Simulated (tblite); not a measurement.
Species: C₇H₁₀O (charge +1 and doublet state).
Z-matrix (Å and degrees, GFN2-xTB geometry), rows numbered from 1:
```
C 
C   1  1.3435
C   2  1.4605  1  126.02
C   3  1.4908  2  116.80  1  -172.36
C   3  1.5307  2  120.08  1   -21.81
C   5  1.4849  3   63.11  2    99.63
C   6  1.4745  3  118.76  5  -109.23
O   7  1.1904  6  128.52  3    19.43
H   1  1.0782  2  123.96  3    -2.83
H   1  1.0772  2  120.31  3   175.04
H   2  1.0823  1  118.73  3  -177.76
H   4  1.0923  3  110.97  2    94.16
H   4  1.0877  3  111.61  2   -26.92
H   4  1.0985  3  111.10  2  -149.53
H   5  1.0801  3  119.16  6  -109.20
H   5  1.0815  3  114.56  6   110.43
H   6  1.0827  3  115.90  5   108.29
H   7  1.1102  6  110.40  3  -162.84
```

Computed with GFN2-xTB (tblite): harmonic, unscaled wavenumbers at the GFN2-xTB geometry, gas phase. Errors from tens to a few hundred cm⁻¹ against measured bands are possible. One conformer, not necessarily the lowest. Open shells enter through the occupations alone, without spin polarisation, and single modes of such species can be off by tens of per cent.

Harmonic wavenumbers (cm⁻¹): 96.4, 136.6, 169.4, 193.0, 228.9, 264.4, 327.0, 356.6, 399.9, 506.7, 553.0, 630.5, 705.4, 720.5, 833.2, 867.8, 892.7, 907.9, 928.0, 942.4, 979.7, 1001.6, 1018.1, 1053.0, 1075.4, 1109.6, 1227.3, 1235.3, 1260.2, 1303.0, 1326.7, 1366.0, 1380.0, 1393.8, 1423.1, 1438.2, 1577.7, 1783.6, 2727.3, 2885.0, 2985.9, 3052.0, 3063.0, 3068.9, 3080.7, 3101.9, 3103.9, 3134.4.

A = 3860, B = 1491, C = 1289 MHz; mass 110.073 u (most abundant isotopes); point group C1, symmetry number 1; spin multiplicity 2.

Question: What is the zero-point energy?

Answer: ½Σν̃ = 31908 cm⁻¹ = 381.70 kJ/mol.

Question: Give the ideal-gas entropy at 500 K and 1 bar in the rigid-rotor, harmonic-oscillator model (classical rotation).

Answer: Translation 178.23, rotation 124.28, vibration 168.55, spin (R ln 2) 5.76: S = 476.8 J/(mol K).

Question: And Cp and H(500 K) − H(0)?

Answer: Cp = 222.93 J/(mol K), of which vibrations give 189.67 (their classical limit is 48 R = 399.1); H(500 K) − H(0) = 63.49 kJ/mol without the zero-point energy, 46.86 from vibrations.

Question: Blend soft modes into free rotors: weight 1/[1 + (100 cm⁻¹/ν̃)⁴] for the oscillator and the rest for a rotor with moment μB/(μ + B), μ = h/(8π²ν), B = 10⁻⁴⁴ kg m². What vibrational entropy results?

Answer: 164.81 J/(mol K) in place of 168.55, which changes −T·S at 500 K by +1.87 kJ/mol.

Question: Which modes carry the vibrational entropy at 500 K?

Answer: 96.4 cm⁻¹: 19.00; 136.6 cm⁻¹: 16.13; 169.4 cm⁻¹: 14.37; 193.0 cm⁻¹: 13.31; 228.9 cm⁻¹: 11.93; 264.4 cm⁻¹: 10.78 J/(mol K); the other 42 give 83.01 together.

Question: What must be added to the electronic energy to get the Gibbs energy at 500 K and 1 bar?

Answer: ZPE + [H(500 K) − H(0)] − T·S = 381.70 + 63.49 − 238.41 = 206.78 kJ/mol.

Question: How do the functions run with temperature in this model?

Answer: 
| T (K) | S (J/(mol K)) | Cp (J/(mol K)) | H − H(0) (kJ/mol) | G − H(0) (kJ/mol) | ln q(vib) |
| --- | --- | --- | --- | --- | --- |
| 50 | 235.3 | 43.8 | 1.80 | -9.96 | 0.10 |
| 100 | 272.9 | 67.1 | 4.59 | -22.71 | 0.67 |
| 298.15 | 381.8 | 147.3 | 25.73 | -88.11 | 4.53 |
| 373.15 | 418.2 | 178.1 | 37.94 | -118.11 | 6.16 |
| 750 | 579.8 | 284.4 | 127.52 | -307.35 | 14.59 |
| 1000 | 667.5 | 324.2 | 203.93 | -463.56 | 19.90 |

q(vib) and H(0) count from the zero-point level.

Hindered rotation and anharmonicity are outside this model. Other conformers, if any are populated, would add a mixing term that is left out. The structure is chiral; the term R ln 2 for an equal mix with its mirror image is left out.

Hardware: one thread, Arm Neoverse V2 (aarch64) (shared host). Cost: 0.5 s of wall time. The figure is for the frequency step alone.
